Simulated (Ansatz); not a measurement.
Mulliken charges of `[O]=[Mo]([OH])([F])([Cl])[Cl]` from ωB97M-V/def2-TZVPP in Ansatz (PBE0-D4/def2-TZVP geometry).

```
atom   x (Å)   y (Å)   z (Å)  charge (e)
  O1  -1.877  -0.183   0.268      -0.374
 Mo2  -0.311   0.049  -0.164       1.293
  O3   0.607  -0.988   1.065      -0.388
  F4   0.144  -1.218  -1.439      -0.350
 Cl5  -0.478   1.449  -1.960      -0.188
 Cl6   0.417   1.886   0.999      -0.206
  H7   1.559  -1.063   1.186       0.213
```

By hand: the dipole of these point charges (1 e Å = 4.8032 D).

Σ q r = (0.350, 0.054, 0.193) e Å, of length 0.403 e Å = 1.94 D.

How does the dipole of the full density compare? (Estimate.)

The calculation gave: (0.413, -0.197, 0.257) e Å, 2.52 D; the point charges give 0.77 times that, at 30° from its direction.

Point charges leave out the atoms' own dipoles, such as those of lone pairs, and Mulliken's split depends on the basis, so the two needn't agree.
